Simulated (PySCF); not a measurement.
A structure optimised at PBE0-D3(BJ)/def2-SVP, used in a PySCF frequency run:

```
N
C 1 1.3386
C 1 1.3386 2 103.45
N 2 1.3471 1 109.55 3 0.00
N 4 1.2367 2 108.72 1 0.00
H 3 1.0870 1 126.90 2 180.00
H 2 1.0870 1 126.90 3 180.00
```
Charge 0, spin multiplicity 2.

Question: Write its SMILES, formula and point group.

Answer: C1=NC=N[N]1, C2H2N3, C2v

Question: What are its rotational constants (standard atomic weights)?

Answer: 10.953, 10.702, 5.4130 GHz
